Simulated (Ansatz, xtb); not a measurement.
# Ranking isomers of C3H6BFO

4 gas-phase structures of C3H6BFO, from a drawn sample of its isomers (lower ones may exist). Each was relaxed with GFN2-xTB; where two conformers were screened, the lower at r2SCAN-D4/def2-SVP is listed:

A. `C=C(F)OBC`, a singlet
B. `C=CCB(O)F`, a singlet
C. `CO/C=C/BF`, a singlet
D. `C=CCOBF`, a singlet

**Question.** Estimate their order in r2SCAN-D4/def2-SVP energy at these geometries, lowest first.

**Answer.** Calculated order at r2SCAN-D4/def2-SVP: B (0.0), D (21.7), C (46.5), A (53.9) kcal/mol.

Energies above the lowest of each column, in kcal/mol; the last columns are at PBE-D3(BJ)/def2-SVP geometries and were run for some of them only (a dash: not run or not comparable):

| structure | GFN2-xTB | HF/STO-3G | r2SCAN-D4/def2-SVP | PBE-D3(BJ)/def2-SVP | CCSD(T)/def2-SVP + ΔMP2/def2-TZVPP |
| --- | --- | --- | --- | --- | --- |
| B | 1.0 | 0.0 | 0.0 | 0.0 | 0.0 |
| D | 0.0 | 8.1 | 21.7 | 20.8 | 20.9 |
| C | 26.9 | 34.9 | 46.5 | 44.4 | 50.1 |
| A | 27.2 | 34.0 | 53.9 | – | – |

CCSD(T)/def2-SVP + ΔMP2/def2-TZVPP puts B lowest of those it was run on; GFN2-xTB picks D. Flexible structures stand in one conformer each, not always the lowest. Frequencies (GFN2-xTB) were run for B, C, D alone. ΔMP2 is the change of the MP2 energy from the smaller to the larger basis.

Over these structures GFN2-xTB departs from r2SCAN-D4/def2-SVP by 8.9 kcal/mol on average once a common shift is removed. A GFN2-xTB relaxation took about 0.13 s and the r2SCAN-D4/def2-SVP energy about 1.5 s on a shared host (Ansatz 0.2.0, xtb 6.7.1).
